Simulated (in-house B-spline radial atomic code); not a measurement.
**Removing one electron from the tin ion Sn¹⁴⁺**

Closed shell [Ar] 3d10 4s2 4p6. Computed with a B-spline radial code for spherical atoms: Koopmans values of Dirac-Hartree-Fock plus a diagonal self-energy, in second order or with its direct term screened (direct RPA, with the hole-particle interaction, or full time-dependent Hartree-Fock), linearised in energy; no-pair Dirac-Coulomb Hamiltonian, finite nucleus. Shifts add to the Koopmans value (the ΔSCF shift is orbital relaxation alone); the final value takes TDHF screening with Breit and QED.

Command:
```bash
python run_mb.py task.json out
```
Settings (nuclear radius in fm, box in bohr, cutoff in hartree):
```
basis_form          2
Z                   50
core_configuration  [Ar] 3d10 4s2 4p6
rms_radius          4.6519
mass_number         120
speed_of_light      137.036
box_radius          5.873
lmax                7
intervals           60
virtual_cutoff      10000.0
```

Cost of the run: 50 s on 1 thread of Arm Neoverse N1 (shared host).

Energies in eV:

| subshell | Koopmans | ΔSCF shift | second order | direct RPA | hole-particle | TDHF | Breit + QED | final |
| --- | --- | --- | --- | --- | --- | --- | --- | --- |
| 4p3/2 | 380.13 | -0.644 | ? | ? | ? | ? | ? | ? |
| 4p1/2 | 390.08 | -0.691 | 0.866 | 0.836 | 0.698 | 0.742 | -0.315 | 390.51 |

Question: What does the self-energy do to 4p3/2?

Answer: It shifts the removal energy by 0.961 eV in second order, 0.853 with direct RPA, 0.775 with the hole-particle term and 0.828 with TDHF screening (quasi-particle weight 0.985); Breit and QED add -0.191 eV. The final value is 380.77 eV, against 379 ± 3 eV (NIST, tabulated theory).
